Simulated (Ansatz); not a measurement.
`F[Si](F)(F)[GeH3]` + `O[SiH](Cl)Cl` → `Cl[SiH](Cl)[O][GeH3]` + `F[SiH](F)F`  (cleavage of the Ge–Si bond)

Program: Ansatz. Geometries: PBE0-D4/def2-TZVP. ΔE: electronic, gas phase. CCSD(T)/CBS adds triple-zeta CCSD(T) − MP2 to the extrapolated MP2 energy (def2 sets, frozen cores). This one scheme is used for every species. Functionals use def2-TZVPP. B3LYP here is the variant with VWN-RPA as its local correlation; programs differ in this. HSE06 is defined as in plane-wave codes. For Ge outer-core shells are correlated without core-valence functions, which leaves a few kJ/mol of doubt a bond. Scalar relativity is left out up to krypton. One conformer a species, not always the lowest.

| level | ΔE (kJ/mol) | difference from CCSD(T)/CBS |
| --- | --- | --- |
| LDA (SPW92) | -9.8 | 28.5 |
| PBE-D4 | -15.2 | 23.1 |
| revPBE-D4 | -18.5 | 19.8 |
| BLYP-D4 | -31.1 | 7.2 |
| r2SCAN-D4 | -29.7 | 8.6 |
| B97M-V | -35.8 | 2.5 |
| PBE0-D4 | -22.7 | 15.6 |
| B3LYP-D4 | -35.5 | 2.8 |
| r2SCANh-D4 | -30.9 | 7.4 |
| r2SCAN0-D4 | -32.6 | 5.7 |
| HSE06-D4 | -22.7 | 15.6 |
| BHLYP-D4 | -45.8 | -7.5 |
| ωB97X-V | -36.7 | 1.6 |
| ωB97M-V | -35.4 | 2.9 |
| B2PLYP | -40.4 | -2.1 |
| PBE | -13.0 | 25.3 |
| revPBE | -13.5 | 24.8 |
| BLYP | -26.8 | 11.5 |
| r2SCAN | -28.9 | 9.4 |
| PBE0 | -20.6 | 17.7 |
| B3LYP | -32.0 | 6.3 |
| r2SCANh | -30.0 | 8.3 |
| r2SCAN0 | -31.6 | 6.7 |
| HSE06 | -20.6 | 17.7 |
| BHLYP | -42.9 | -4.6 |
| CAM-B3LYP | -36.8 | 1.5 |
| HF/def2-SVP | -61.1 | -22.8 |
| CCSD/def2-SVP | -51.7 | -13.4 |
| CCSD(T)/def2-SVP | -50.8 | -12.5 |
| HF/def2-TZVPP | -62.6 | -24.3 |
| MP2/def2-TZVPP | -49.0 | -10.7 |
| SCS-MP2/def2-TZVPP | -54.4 | -16.1 |
| CCSD/def2-TZVPP | -44.6 | -6.3 |
| CCSD(T)/def2-TZVPP | -43.2 | -4.9 |
| HF/def2-QZVPP | -64.4 | -26.1 |
| MP2/def2-QZVPP | -46.8 | -8.5 |
| SCS-MP2/def2-QZVPP | -52.6 | -14.3 |
| HF/CBS(def2) | -64.7 | -26.4 |
| MP2/CBS(def2) | -44.1 | -5.8 |
| CCSD/CBS(def2) | -39.7 | -1.4 |
| CCSD(T)/CBS | -38.3 | 0 |

Largest T1 diagnostic among the species: 0.012.

Leaving LDA and LC-ωPBE aside and taking each functional with its dispersion term where it has one, the values spread over 30.5 kJ/mol, from BHLYP-D4 to PBE-D4. LDA lies +3.2 kJ/mol from PBE without D4. From BLYP to BHLYP (50 % exact exchange), in def2-TZVPP and without D4, ΔE moves by −16.0 kJ/mol.
